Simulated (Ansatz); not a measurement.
Consider the formal hydrolysis of a Ge–Si bond: `C[SiH2][GeH2][OH]` + H₂O → `[OH][GeH2][OH]` + `C[SiH3]`.

Gas-phase electronic energies from Ansatz, PBE0-D4/def2-TZVP geometries. CBS: MP2 limit from def2 TZ/QZ plus the TZ coupled-cluster correction, frozen cores. This one scheme is used for every species. Functionals use def2-TZVPP. B3LYP here is the variant with VWN-RPA as its local correlation; programs differ in this. For Ge outer-core shells are correlated without core-valence functions, which leaves a few kJ/mol of doubt a bond. Scalar relativity is left out up to krypton. Each species was taken in one conformer, which may not be the lowest.

CCSD(T)/CBS gives -0.27 eV.

Question: Another level gave -0.18 eV. Which?
A. HF/def2-TZVPP
B. LDA (SPW92)/def2-TZVPP
C. B3LYP/def2-TZVPP
D. PBE-QIDH/def2-TZVPP

Answer: B. LDA (SPW92) -0.18, HF/def2-TZVPP -0.56, B3LYP -0.35, PBE-QIDH -0.30 eV.

Largest T1 diagnostic among the species: 0.012.

From BLYP to BHLYP (50 % exact exchange), in def2-TZVPP and without D4, ΔE moves by −0.07 eV. The D4 term adds +0.07 eV with B3LYP and +0.04 eV with PBE0; it sums over pairs of atoms, weighted by their polarisabilities, and B3LYP, whose exchange is more repulsive, gets the larger term. In def2-TZVPP, CCSD(T) changes the Hartree–Fock value by +0.23 eV (the triples alone add +0.02 eV) and MP2 by +0.19 eV.
